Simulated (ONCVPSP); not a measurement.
## sulfur (S), ONCV: configuration errors across variants

ONCVPSP 4.0.1 input, shortened (lines: element, Z, core and valence counts, functional; n l f; lmax; l rc ep ncon nbas qcut; lloc lpopt rc5 dvloc0; l nproj debl; icmod fcfact rcfact), LDA (Perdew-Wang 92), scalar-relativistic:

```
  S 16.00    3    2  -001012      upf
    1    0    2.00
    2    0    2.00
    2    1    6.00
    3    0    2.00
    3    1    1.00
    1
    0    1.25    0.00    4    7    6.50
    1    1.35    0.00    4    9    5.40
    4    3    1.00    0.00
    0    2    3.90
    1    2    3.40
    1    0.25    0.00
```

All-electron excitation energies from the reference (eV): (1) 3s2 3p4 -68.383; (2) 3s2 3p3 -56.524; (3) 3s2 3p2 -34.155; (4) 3s2 3p3.5 -63.676.

1 further variants failed, have other tests or too few solved ones, and are left out.

A true bound ghost makes a file unfit for plane-wave use even where its test errors are small: the radial tests pick states by their node count and pass the ghost by.

Errors AE − PS in meV (a dash: test not solved or not reliable):

```csv
change,(1),(2),(3),(4),bound ghosts,GHOST(+) flags above zero
base,+59,+40,+15,+51,s,none
s: rc 1.1,+64,+44,+16,+55,s,none
s: rc 1.24,+59,+41,+15,+51,s,none
s: rc 1.42,+62,+42,+16,+54,none,s
s: rc 1.74,+66,+45,+17,+57,none,s
```

(1) Give the same row for: s: rc 1.58.

Results:

(1) +63, +43, +16, +54; bound ghosts: none; GHOST(+) flags above zero: s.
